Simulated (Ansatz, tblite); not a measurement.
Adding an electron: Ca2Si2⁺ (the lowest doublet isomer of a short search). Charge 1, multiplicity 2. Geometry: r2SCAN-D4/def2-TZVP. Ansatz, gas phase; energy differences of separate SCF runs; the reduced species is a triplet (the singlet lies 0.29 eV higher at PBE0-D4/def2-TZVP).

```xyz
4

Ca    1.8341   -0.2413   -1.6858
Ca   -1.8336    0.2188    1.6894
Si   -0.7605   -0.1352   -0.8080
Si    0.7600    0.1577    0.8043
```

The xTB rows come from tblite. The structure comes from a short search, and lower isomers may exist.

```csv
level,−HOMO (eV),−LUMO (eV),vertical EA (eV),HOMO–LUMO gap (eV)
GFN1-xTB,–,–,9.10,–
GFN2-xTB,–,–,6.55,–
PBE-D4/def2-TZVP,7.15,6.05,4.57,1.09
r2SCAN-D4/def2-TZVP,7.20,5.41,4.44,1.79
PBE0-D4/def2-TZVP,7.87,5.47,4.48,2.40
```

  HOMO and LUMO are the levels of the spin that leaves or enters (xTB has no such levels and no spin-polarisation term). Other spin states of the ions may lie lower, which would lower the ionisation energy or raise the affinity. Raw xTB energy differences between charge states are shifted by several eV; the methods need an empirical correction for them.
